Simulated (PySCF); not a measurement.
PySCF input for B(Br)(Et)(OH) (C2H6BBrO), SMILES CCB(O)Br, B3LYP-D3(BJ)/def2-SVP. Coordinates come from a B3LYP-D3(BJ)/def2-SVP optimisation. Other conformers were not sampled.

```python
import numpy as np
from pyscf import gto, scf, dft, df
from pyscf.hessian import thermo

mol = gto.M(
    atom='''
    B     0.62384607    0.63781836   -0.12505345
    Br   -0.86821607   -0.27081815    0.77925794
    C     0.97111827    0.31571646   -1.61900792
    C     0.86624302   -1.14935880   -2.05980146
    H     1.97681350    0.72049894   -1.82717723
    H     0.27702771    0.93233925   -2.22505973
    H    -0.14743778   -1.54483948   -1.89375500
    H     1.56235139   -1.79001048   -1.49467525
    H     1.10328060   -1.26515864   -3.12903543
    O     1.31082816    1.56602929    0.56606929
    H     0.98550362    1.71033380    1.46524370
    ''',
    basis='def2-SVP',
    charge=0,
    spin=0,
    max_memory=1600,
    verbose=3,
)
mf = dft.RKS(mol, xc='b3lyp').density_fit(auxbasis='def2-universal-jkfit')
mf.disp = 'd3bj'
mf.grids.level = 3
mf.conv_tol = 1e-11
mf.max_cycle = 100
mf.kernel()

# analytic Hessian; the response equations are solved on a coarser grid
h, args, fine = mf.Hessian(), (mf.mo_energy, mf.mo_coeff, mf.mo_occ), mf.grids
h.max_memory = max(150, 2.5e-5 * df.make_auxmol(mol, mf.with_df.auxbasis).nao * mol.nelec[0] * (mol.nelec[0] + mol.nao))  # MB; small integral blocks
h1ao = h.make_h1(mf.mo_coeff, mf.mo_occ)
mf.grids = dft.Grids(mol).set(level=1).build(with_non0tab=True)
mo1, mo_e1 = h.solve_mo1(*args, h1ao)
mf.grids = fine
hess = h.hess_elec(*args, mo1, mo_e1, h1ao) + h.hess_nuc()
if mf.do_disp():
    hess += h.get_dispersion()
for i in range(mol.natm):  # the analytic DFT Hessian lacks the response of the grid: restore translational invariance
    hess[i, i] -= hess[i].sum(axis=0)
hess = (hess + hess.transpose(1, 0, 3, 2)) / 2
vib = thermo.harmonic_analysis(mol, hess, imaginary_freq=False)
thermo.dump_normal_mode(mol, vib)
th = thermo.thermo(mf, vib['freq_au'][vib['freq_au'] > 0], 298.15, 101325)
thermo.dump_thermo(mol, th)
g0 = mf.nuc_grad_method().set(verbose=0).kernel()

# dipole derivatives [dipole axis, atom, xyz] from the same response
r, irp = mol.intor('int1e_r'), mol.intor('int1e_irp').reshape(3, 3, mol.nao, mol.nao)
sl, dm0, ok = mol.aoslice_by_atom(), np.array(mf.make_rdm1()), []
dmu = np.einsum('a,xt->xat', mol.atom_charges(), np.eye(3))
for a, (_, _, p0, p1) in enumerate(sl):
    dmu[:, a] += 2 * np.einsum('xtij,ij->xt', irp[:, :, :, p0:p1], dm0.reshape(-1, mol.nao, mol.nao).sum(0)[:, p0:p1])
    for u, c, occ, f in [(mo1, mf.mo_coeff, mf.mo_occ, 4)]:
        dmu[:, a] -= f * np.einsum('tui,xuv,vi->xt', u[a], r, c[:, occ > 0], optimize=True)
L = vib['norm_mode']
ir = 974.8801 * (np.einsum('xat,kat->kx', dmu, L) ** 2).sum(1)       # km/mol
apt = np.einsum('xax->a', dmu) / 3

# polarisability derivatives from nuclear gradients in small electric fields
h0, F = mf.get_hcore(), 0.005
def in_field(f, guess):
    m = mf.copy()
    m.verbose, m.conv_tol, m.conv_tol_grad = 0, 1e-11, 2e-7
    m.get_hcore = lambda *a: h0 + np.einsum('x,xij->ij', f, r)
    m.kernel(guess)
    ok.append(m.converged)
    dm = np.array(m.make_rdm1())
    g = m.nuc_grad_method().kernel() - np.outer(mol.atom_charges(), f)
    for a, (_, _, p0, p1) in enumerate(sl):
        g[a] -= 2 * np.einsum('x,xtij,ij->t', f, irp[:, :, :, p0:p1], dm[:, p0:p1])
    return g, -np.einsum('xij,ij->x', r, dm), dm
E = np.eye(3) * F
g0, _, dm0 = in_field(np.zeros(3), dm0)
gp = [in_field(e, dm0) for e in E]
gm = [in_field(-e, 2 * dm0 - p[2]) for e, p in zip(E, gp)]
alpha = np.array([(p[1] - q[1]) / (2 * F) for p, q in zip(gp, gm)])  # bohr^3
check = abs(np.array([-(p[0] - q[0]) / (2 * F) for p, q in zip(gp, gm)]) - dmu).max()
print('static polarisability / bohr^3:', alpha.round(3))
print('largest difference of analytic and finite-field dipole derivatives / e:', check)
da = np.zeros((3, 3, mol.natm, 3))
for x in range(3):
    da[x, x] = -(gp[x][0] + gm[x][0] - 2 * g0) / F**2
for x, y in ((0, 1), (0, 2), (1, 2)):
    up, down = in_field(E[x] + E[y], gp[x][2] + gp[y][2] - dm0), in_field(-E[x] - E[y], gm[x][2] + gm[y][2] - dm0)
    both = -(up[0] + down[0] - 2 * g0) / F**2
    da[x, y] = da[y, x] = (both - da[x, x] - da[y, y]) / 2
aq = np.einsum('xyat,kat->kxy', da, L) * 0.529177210903**2           # A^2/amu^1/2
a = np.einsum('kxx->k', aq) / 3
g2 = 1.5 * (aq**2).sum((1, 2)) - 4.5 * a**2
raman, depol = 45 * a**2 + 7 * g2, 3 * g2 / (45 * a**2 + 4 * g2 + 1e-12)
print('mode   freq/cm-1   IR/(km/mol)   Raman/(A^4/amu)   depolarisation')
for k, w in enumerate(vib['freq_wavenumber']):
    print(f'{k + 1:4d} {w:11.2f} {ir[k]:13.3f} {raman[k]:17.3f} {depol[k]:16.3f}')
print('max |gradient| / (hartree/bohr):', abs(g0).max())
print('APT charges:', apt.round(4))
```

It prints:

```
converged SCF energy = -2753.76214851818

WARN: DFTD3 does not support analytical Hessian, using finite difference


WARN: Mole.unit (angstrom) is changed to Bohr

Mode                                 0                   1                   2
Irrep
Freq [cm^-1]                       29.5180            162.1601            207.1382
Reduced mass [au]                   2.0378              3.7862              1.1948
Force const [Dyne/A]                0.0010              0.0587              0.0302
Char temp [K]                      42.4698            233.3123            298.0258
Normal mode                   x     y     z       x     y     z       x     y     z
       0   B                 0.01  0.01  0.02   -0.00 -0.06 -0.01   -0.04  0.02 -0.04
       1  Br                 0.01 -0.01 -0.01   -0.02  0.01  0.04   -0.00 -0.00  0.02
       2   C                 0.11 -0.04  0.05    0.07 -0.04 -0.01   -0.02  0.04 -0.04
       3   C                -0.12  0.00 -0.02    0.09  0.01 -0.16    0.03  0.02  0.01
       4   H                 0.20 -0.21  0.16    0.08 -0.02  0.07   -0.00  0.03  0.03
       5   H                 0.28  0.12 -0.00    0.11  0.02  0.01    0.03  0.02 -0.12
       6   H                -0.21  0.18 -0.15    0.10 -0.03 -0.20   -0.09  0.14 -0.45
       7   H                -0.31 -0.15  0.03    0.11 -0.04 -0.24   -0.31 -0.02  0.39
       8   H                -0.02 -0.00  0.00    0.08  0.14 -0.18    0.54 -0.08  0.13
       9   O                -0.06  0.08 -0.00   -0.03 -0.01 -0.04    0.02 -0.04 -0.03
      10   H                -0.11  0.11 -0.03   -0.06  0.04 -0.06    0.07 -0.08 -0.00
Mode                                 3                   4                   5
Irrep
Freq [cm^-1]                      320.2368            340.0787            498.7867
Reduced mass [au]                   5.1692              2.2077              3.5913
Force const [Dyne/A]                0.3123              0.1504              0.5264
Char temp [K]                     460.7495            489.2976            717.6429
Normal mode                   x     y     z       x     y     z       x     y     z
       0   B                 0.02  0.03  0.03    0.06 -0.03  0.11    0.17  0.01 -0.04
       1  Br                -0.04 -0.03  0.01    0.00  0.00 -0.02   -0.03 -0.01  0.02
       2   C                 0.03  0.03  0.04   -0.09 -0.06  0.09    0.06  0.02 -0.12
       3   C                 0.01  0.05  0.03    0.00 -0.03 -0.06   -0.01 -0.02 -0.01
       4   H                 0.05  0.00  0.08   -0.19  0.08 -0.10   -0.02  0.08 -0.36
       5   H                 0.07  0.06  0.03   -0.28 -0.11  0.25   -0.13 -0.07  0.00
       6   H                 0.01  0.05  0.08   -0.03 -0.06 -0.31   -0.04  0.08  0.02
       7   H                 0.03  0.04  0.00   -0.10 -0.09  0.00   -0.07 -0.02  0.06
       8   H                -0.04  0.05  0.02    0.21  0.10 -0.03   -0.00 -0.15 -0.00
       9   O                 0.13  0.06 -0.12    0.03  0.07  0.02    0.01  0.06  0.06
      10   H                 0.26  0.20 -0.09    0.01  0.18 -0.01   -0.13 -0.02  0.02
Mode                                 6                   7                   8
Irrep
Freq [cm^-1]                      514.8377            625.9954            743.2758
Reduced mass [au]                   3.6751              1.2019              1.5004
Force const [Dyne/A]                0.5739              0.2775              0.4884
Char temp [K]                     740.7368            900.6680           1069.4084
Normal mode                   x     y     z       x     y     z       x     y     z
       0   B                -0.07  0.18 -0.02   -0.04  0.05 -0.02    0.08 -0.07  0.05
       1  Br                -0.00 -0.01  0.00    0.00 -0.00  0.00   -0.00  0.00 -0.00
       2   C                -0.03 -0.05 -0.02   -0.01  0.00 -0.01   -0.10  0.02 -0.06
       3   C                 0.01 -0.08 -0.06   -0.00 -0.00 -0.00   -0.02 -0.00 -0.01
       4   H                 0.04 -0.15  0.06   -0.01  0.00 -0.00    0.10 -0.33  0.22
       5   H                 0.13 -0.05 -0.20    0.00  0.01 -0.02    0.29  0.33 -0.18
       6   H                 0.03 -0.15 -0.09    0.00 -0.01  0.00    0.10 -0.29  0.00
       7   H                 0.06 -0.08 -0.12    0.01  0.02  0.01    0.15  0.29  0.12
       8   H                 0.01  0.03 -0.07    0.00 -0.01 -0.00    0.13 -0.10  0.03
       9   O                 0.06  0.05  0.08    0.06 -0.06  0.04    0.00  0.03  0.02
      10   H                 0.16 -0.10  0.14   -0.57  0.64 -0.30   -0.05  0.06 -0.01
Mode                                 9                  10                  11
Irrep
Freq [cm^-1]                      870.4874            984.3124            999.8322
Reduced mass [au]                   1.8930              1.2745              1.2520
Force const [Dyne/A]                0.8451              0.7275              0.7374
Char temp [K]                    1252.4376           1416.2063           1438.5359
[...]
       4   H                -0.00  0.24  0.31   -0.06  0.09 -0.11   -0.29  0.52 -0.27
       5   H                -0.10  0.24  0.32    0.12  0.08 -0.05    0.47  0.34 -0.15
       6   H                -0.04 -0.02 -0.15   -0.18  0.45  0.21    0.03 -0.12 -0.05
       7   H                 0.10 -0.03 -0.11    0.19  0.37  0.25   -0.02 -0.09 -0.08
       8   H                 0.02  0.23  0.05    0.12  0.48 -0.05    0.00 -0.06  0.04
       9   O                 0.04  0.06  0.04   -0.00 -0.00 -0.01   -0.01 -0.02 -0.02
      10   H                 0.00  0.00  0.04   -0.01 -0.02 -0.01   -0.02 -0.03 -0.02
Mode                                18                  19                  20
Irrep
Freq [cm^-1]                     1437.8120           1477.2505           1480.4814
Reduced mass [au]                   3.2717              1.0438              1.0948
Force const [Dyne/A]                3.9850              1.3421              1.4138
Char temp [K]                    2068.6913           2125.4346           2130.0831
Normal mode                   x     y     z       x     y     z       x     y     z
       0   B                -0.07 -0.13 -0.15   -0.00  0.01  0.01    0.01  0.03  0.04
       1  Br                 0.00  0.00  0.00    0.00  0.00 -0.00    0.00  0.00 -0.00
       2   C                -0.02  0.03  0.09   -0.01 -0.00 -0.02    0.02 -0.01 -0.05
       3   C                 0.01  0.00 -0.02   -0.04  0.02 -0.03    0.03  0.01 -0.03
       4   H                -0.09  0.02 -0.28    0.02 -0.05  0.02    0.03  0.05  0.10
       5   H                 0.19  0.06 -0.12   -0.03  0.05  0.05   -0.05  0.00  0.05
       6   H                 0.07 -0.09  0.14    0.07  0.02  0.59    0.20 -0.38  0.23
       7   H                -0.16 -0.08  0.11   -0.10 -0.31 -0.28   -0.46 -0.11  0.45
       8   H                -0.02  0.04 -0.03    0.62  0.06  0.12   -0.21  0.41 -0.11
       9   O                 0.04  0.07  0.06   -0.00 -0.00 -0.00   -0.01 -0.01 -0.01
      10   H                 0.07  0.09  0.06   -0.01 -0.01 -0.00   -0.02 -0.03 -0.01
Mode                                21                  22                  23
Irrep
Freq [cm^-1]                     3001.5006           3031.9251           3063.6876
Reduced mass [au]                   1.0669              1.0368              1.0940
Force const [Dyne/A]                5.6633              5.6153              6.0500
Char temp [K]                    4318.4912           4362.2652           4407.9643
Normal mode                   x     y     z       x     y     z       x     y     z
       0   B                -0.00  0.00  0.00    0.00  0.00 -0.00   -0.00 -0.00 -0.00
       1  Br                 0.00 -0.00 -0.00   -0.00 -0.00  0.00    0.00  0.00 -0.00
       2   C                -0.02  0.05 -0.05    0.00 -0.00  0.00   -0.08 -0.01  0.00
       3   C                 0.00 -0.00  0.00   -0.00  0.05  0.01    0.01  0.00  0.00
       4   H                -0.31 -0.11  0.05   -0.03 -0.01  0.01    0.81  0.32 -0.17
       5   H                 0.57 -0.49  0.50   -0.01  0.01 -0.01    0.19 -0.17  0.18
       6   H                -0.01 -0.00  0.00   -0.46 -0.17  0.08   -0.13 -0.05  0.02
       7   H                -0.03  0.02 -0.02    0.39 -0.34  0.32   -0.04  0.04 -0.04
       8   H                 0.01 -0.00 -0.05    0.12 -0.05 -0.57    0.00 -0.00 -0.00
       9   O                 0.00  0.00 -0.00    0.00  0.00  0.00    0.00  0.00  0.00
      10   H                -0.00  0.00  0.00    0.00  0.00  0.00    0.00  0.00  0.00
Mode                                24                  25                  26
Irrep
Freq [cm^-1]                     3107.2464           3120.5088           3827.4961
Reduced mass [au]                   1.1041              1.1032              1.0657
Force const [Dyne/A]                6.2807              6.3291              9.1983
Char temp [K]                    4470.6357           4489.7173           5506.9146
Normal mode                   x     y     z       x     y     z       x     y     z
       0   B                 0.00 -0.00 -0.00   -0.00 -0.00 -0.00   -0.00 -0.00  0.00
       1  Br                 0.00  0.00 -0.00    0.00  0.00  0.00   -0.00 -0.00  0.00
       2   C                 0.01 -0.00  0.00   -0.01 -0.00  0.00    0.00  0.00 -0.00
       3   C                 0.03 -0.02  0.08   -0.08 -0.01  0.03    0.00 -0.00  0.00
       4   H                -0.03 -0.01  0.01    0.12  0.05 -0.02   -0.00 -0.00 -0.00
       5   H                -0.05  0.04 -0.04    0.03 -0.03  0.03    0.00 -0.00  0.00
       6   H                -0.06 -0.03  0.03    0.74  0.28 -0.12   -0.00  0.00  0.00
       7   H                -0.44  0.39 -0.34    0.17 -0.17  0.16   -0.00 -0.00 -0.00
       8   H                 0.15 -0.06 -0.63    0.07 -0.04 -0.38    0.00  0.00 -0.00
       9   O                -0.00  0.00 -0.00    0.00  0.00  0.00   -0.02  0.01  0.06
      10   H                -0.00 -0.00  0.00   -0.00 -0.00 -0.00    0.31 -0.16 -0.90
temperature 298.1500 [K]
pressure 101325.00 [Pa]
Rotational constants [GHz] 4.02900 2.10925 1.43806
Symmetry number 1
Zero-point energy (ZPE) 0.08522 [Eh]   223735.771 [J/mol]
                           tot       elec      trans        rot        vib
Entropy [J/mol/K]       350.853      0.000    170.087    115.756     65.011
Cv [J/mol/K]             91.011      0.000     12.472     12.472     66.068
Cp [J/mol/K]             99.326      0.000     20.786     12.472     66.068
Internal energy [J/mol]                      3718.434   3718.434 233562.397
Internal energy [Eh]   -2753.67036  -2753.76215
Enthalpy [J/mol]                             6197.391   3718.434 233562.397
Enthalpy [Eh]          -2753.66941
Gibbs free energy [J/mol]                  -44513.908 -30794.221 214179.431
Gibbs free energy [Eh] -2753.70926
static polarisability / bohr^3: [[51.272  6.736 -7.227]
 [ 6.735 49.056  2.727]
 [-7.228  2.732 55.032]]
largest difference of analytic and finite-field dipole derivatives / e: 0.0005791389965521532
mode   freq/cm-1   IR/(km/mol)   Raman/(A^4/amu)   depolarisation
   1       29.52         0.349             0.196            0.717
   2      162.16         0.438             0.638            0.677
   3      207.14         0.250             0.486            0.749
   4      320.24        11.881             2.147            0.460
   5      340.08         0.872             1.148            0.715
   6      498.79        23.275             5.703            0.171
   7      514.84         3.509             2.915            0.150
   8      626.00       118.109             1.853            0.717
   9      743.28         6.913             0.820            0.564
  10      870.49        91.964             6.317            0.457
  11      984.31         0.080             0.909            0.681
  12      999.83        49.292             0.947            0.440
  13     1060.10         4.301             3.372            0.414
  14     1146.71       309.861             0.271            0.667
  15     1251.23        10.538             4.845            0.743
  16     1281.05        67.369             0.632            0.693
  17     1401.02         0.525             3.170            0.701
  18     1421.02        18.492            13.831            0.746
  19     1437.81       170.263             4.127            0.675
  20     1477.25        11.405            15.868            0.741
  21     1480.48        17.417            12.529            0.728
  22     3001.50        12.725           111.701            0.135
  23     3031.93        28.170           124.094            0.024
  24     3063.69        11.139           128.195            0.508
  25     3107.25        26.092            81.539            0.711
  26     3120.51        22.628            39.301            0.709
  27     3827.50        84.164           104.207            0.289
max |gradient| / (hartree/bohr): 5.8599044758396966e-05
APT charges: [ 1.1283 -0.4444 -0.2326  0.107  -0.0246 -0.0054 -0.0021 -0.0228 -0.0337
 -0.7943  0.3246]
```

The run converged.
